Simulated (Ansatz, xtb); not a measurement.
**Two conformers of Cl2FH3NOSi+**

We compare I, `[NH3+]O[Si](F)(Cl)Cl`, a singlet, with II, `[NH3+]O[Si](F)(Cl)Cl`, a singlet. Both are isolated ions in the gas phase, relaxed with B3LYP-D3(BJ)/def2-SVP.

I (Å):

```yaml
atoms:
  - { symbol: Cl, position_ang: [-3.0498, 0.4821, -1.7921] }
  - { symbol: Cl, position_ang: [0.0142, -0.2045, -0.3744] }
  - { symbol: F, position_ang: [-0.4480, 0.0897, -3.2871] }
  - { symbol: N, position_ang: [0.6124, 2.6727, -1.5767] }
  - { symbol: O, position_ang: [-0.6896, 2.2794, -1.8365] }
  - { symbol: Si, position_ang: [-1.0676, 0.5897, -1.9037] }
  - { symbol: H, position_ang: [1.0558, 2.0661, -0.8532] }
  - { symbol: H, position_ang: [0.5761, 3.6448, -1.2252] }
  - { symbol: H, position_ang: [1.1904, 2.6550, -2.4379] }
```

II (Å):

```tsv
atom	x (Å)	y (Å)	z (Å)
Cl	-1.2141	4.3276	-0.0426
Cl	1.9824	3.2955	0.4610
F	0.1119	2.1001	-1.5743
N	-0.7445	0.3186	0.1841
O	-0.4522	1.5156	0.8177
Si	0.1276	2.8489	-0.1348
H	-1.7403	0.0846	0.3437
H	-0.1616	-0.4325	0.5938
H	-0.5637	0.3754	-0.8405
```

Task: Which of the two would you expect CCSD(T)/def2-SVP + ΔMP2/def2-TZVPP electronic energies to favour?

Result: Too close to call at this level: CCSD(T)/def2-SVP + ΔMP2/def2-TZVPP gives E(II) − E(I) = +0.026 eV.

The same difference at several levels:

```tsv
level	geometry	E(II) − E(I) (eV)	departure from the last row (eV)	job, with rough time for the two
B3LYP-D3(BJ)/def2-SVP	B3LYP-D3(BJ)/def2-SVP	−0.018	−0.044	optimisation, 55 s
HF/def2-SVP	B3LYP-D3(BJ)/def2-SVP	−0.048	−0.074	part of the CCSD(T) run
MP2/def2-SVP	B3LYP-D3(BJ)/def2-SVP	−0.030	−0.056	part of the CCSD(T) run
CCSD(T)/def2-SVP	B3LYP-D3(BJ)/def2-SVP	−0.038	−0.065	single point
CCSD(T)/def2-SVP + ΔMP2/def2-TZVPP	B3LYP-D3(BJ)/def2-SVP	+0.026		single point, 24 s
```

The largest departure from CCSD(T)/def2-SVP + ΔMP2/def2-TZVPP is that of HF/def2-SVP, 0.074 eV. Levels run at GFN2-xTB geometries aren't shown. The last row adds to CCSD(T) the change of the MP2 difference between the two basis sets, here +0.065 eV.

With harmonic frequencies from B3LYP-D3(BJ)/def2-SVP (ideal gas, rigid rotor, one conformer each, 298.15 K, 1 atm): on the last row, ΔE + ΔZPE = +0.027 eV. A mode under 50 cm⁻¹ makes harmonic enthalpies and free energies unreliable, so none is given.

The correlated steps freeze 18 core orbitals. Programs: Ansatz 0.2.0; the last row on 2 threads of Intel(R) Xeon(R) 6975P-C (Granite Rapids) on a shared host.
